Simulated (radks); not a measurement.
The lithium anion Li-, [He] 2s2, held by a Watson sphere: a shell of charge +1.01 at radius R that stands for the Madelung well of a crystal (potential energy -1.01/R inside, -1.01/r outside, in hartree with lengths in bohr). Method: non-relativistic Kohn-Sham, LDA (Slater exchange, Perdew-Wang correlation), spin-polarised, spherical densities, point nucleus; computed with a radial shooting solver on a logarithmic mesh with Libxc functionals. Response by self-consistent Sternheimer equations with the Hartree and adiabatic LDA kernel. The sphere does not respond.

R (bohr)  e(1s) (eV)  e(2s) (eV)  <r> 2s (bohr)  sum of <r^2> (bohr^2)  X-ray form factor at sin(theta)/lambda = 0.2 1/angstrom  alpha (bohr^3)
2.99         -50.472      -4.169          3.572                  30.81                                                    1.705           117.3
3.24         -50.229      -4.037          3.666                  32.38                                                    1.701           127.9
3.41         -50.102      -3.947          3.729                  33.47                                                    1.699           135.6
3.77         -49.900      -3.761          3.861                  35.81                                                    1.699           153.4

Estimate the row for R = 2.21 bohr.

Answer. e(1s) (eV) -52.032; e(2s) (eV) -4.564; <r> 2s (bohr) 3.287; sum of <r^2> (bohr^2) 26.41; X-ray form factor at sin(theta)/lambda = 0.2 1/angstrom 1.739; alpha (bohr^3) 90.91.
